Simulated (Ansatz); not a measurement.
The cluster Ni2Pt. Total charge 0; triplet. Geometry PBE-D4/def2-TZVP.

```xyz
3

Pt   -0.0049    1.3327    0.3788
Ni   -1.0594   -0.7654    0.1452
Ni    1.0643   -0.5673   -0.5240
```

In the def2 sets Pt takes a core potential; there is no spin–orbit coupling. LC-ωPBE has ω = 0.4 bohr⁻¹. The structure comes from a short search, and lower isomers may exist.

Estimate the α-spin orbital energies around the gap (eV) in Ansatz with PBE-D4/def2-TZVP, PBE0-D4/def2-TZVP, CAM-B3LYP-D4/def2-TZVP, LC-ωPBE/def2-TZVP, ωB97M-V/def2-TZVP.


```tsv
orbital	PBE-D4/def2-TZVP	PBE0-D4/def2-TZVP	CAM-B3LYP-D4/def2-TZVP	LC-ωPBE/def2-TZVP	ωB97M-V/def2-TZVP
HOMO−9	-5.62	-7.15	-8.70	-9.69	-9.89
HOMO−8	-5.35	-6.98	-8.21	-9.21	-9.22
HOMO−7	-5.15	-6.74	-8.12	-9.10	-9.03
HOMO−6	-5.07	-6.26	-7.69	-8.71	-8.73
HOMO−5	-4.82	-6.19	-7.61	-8.58	-8.57
HOMO−4	-4.73	-5.66	-6.96	-8.08	-7.87
HOMO−3	-4.68	-5.66	-6.91	-8.03	-7.81
HOMO−2	-4.40	-5.59	-6.84	-7.90	-7.71
HOMO−1	-4.35	-5.34	-6.68	-7.76	-7.65
HOMO	-4.33	-5.30	-6.56	-7.62	-7.44
LUMO	-3.42	-2.50	-1.63	-0.41	-0.70
LUMO+1	-3.04	-1.99	-1.20	-0.01	-0.36
LUMO+2	-0.97	-0.19	0.58	1.64	1.30
LUMO+3	-0.48	0.38	1.13	2.18	1.70
LUMO+4	0.09	0.97	1.75	2.86	2.37
LUMO+5	0.35	1.53	2.47	3.71	3.31
β HOMO	-4.04	-4.91	-6.29	-7.40	-7.18
β LUMO	-3.77	-2.32	-1.50	-0.21	-0.61
```
